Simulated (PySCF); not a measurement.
A compound of formula C2H6F6O12Si8 has these computed shifts in ppm, with the number of atoms in brackets (GIAO KT3/pcSseg-1, gas phase, PySCF SCF with an in-house response code, fitting set def2-universal-JFIT, grid level 2, non-relativistic, geometry: GFN2-xTB; 13C, 1H, 29Si against isolated TMS; 19F against isolated CFCl3; 17O against isolated H2O).

1H: 0.30 (3), 0.20 (3)
13C: -2.5 (1), -3.3 (1)
17O: 119.7 (1), 114.2 (1), 105.6 (1), 105.2 (1), 101.1 (1), 100.8 (1), 99.6 (1), 91.9 (1), 91.0 (1), 90.9 (1), 86.8 (1), 86.5 (1)
19F: -107.6 (1), -189.4 (1), -189.5 (1), -190.2 (1), -190.4 (1), -191.8 (1)
29Si: -60.4 (1), -70.1 (1), -86.7 (1), -106.0 (1), -106.4 (1), -111.8 (1), -112.0 (1), -112.1 (1)

Which structure gave them?

C[Si@]12O[Si@]3(C)O[Si@]4(F)O[Si@](F)(O1)O[Si@]1(F)O[Si@](F)(O2)O[Si@@](F)(O3)O[Si@](F)(O4)O1. Other isomers were not compared.
